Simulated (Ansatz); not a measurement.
Basis sets compared for the cluster Al2Ga2As4 (the lowest singlet isomer of a short search). The state is a singlet with charge 0. Geometry PBE-D4/def2-SVP. Ansatz on 4 threads of Intel Xeon on a shared host; times are rough, and most runs start from earlier orbitals.

```xyz
8

Al   -0.897    1.556   -0.171
Al    0.029   -0.669   -1.497
Ga    2.719    0.442    0.756
Ga   -2.097   -1.601    0.087
As    0.726    2.067    1.422
As    1.487   -1.833   -0.116
As   -1.998    0.480   -1.993
As    0.032   -0.442    1.512
```

Another isomer (singlet) lies 0.17 eV lower at PBE0-D4/def2-TZVP; other spin states weren't run for this one.

Binding counts from free atoms (Al doublet, Ga doublet, As quartet) in the same basis, without a counterpoise term.

| level | functions | energy (Eh) | HOMO (eV) | LUMO (eV) | binding per atom (eV) | wall time |
| --- | --- | --- | --- | --- | --- | --- |
| PBE-D4/def2-SVP | 228 | -13274.3921 | -4.92 | -3.26 | 2.70 | 9.1 s |
| PBE0-D4/def2-SVP | 228 | -13274.7426 | -5.62 | -2.71 | 2.54 | 26 s |

Q: Estimate the rows for PBE-D4/def2-TZVP, PBE0-D4/def2-TZVP.

A: 
```json
{"level": "PBE-D4/def2-TZVP", "functions": "362", "energy (Eh)": "-13276.1640", "HOMO (eV)": "-4.89", "LUMO (eV)": "-3.22", "binding per atom (eV)": "2.71", "wall time": "18 s"}
{"level": "PBE0-D4/def2-TZVP", "functions": "362", "energy (Eh)": "-13276.5114", "HOMO (eV)": "-5.58", "LUMO (eV)": "-2.64", "binding per atom (eV)": "2.56", "wall time": "74 s"}
```
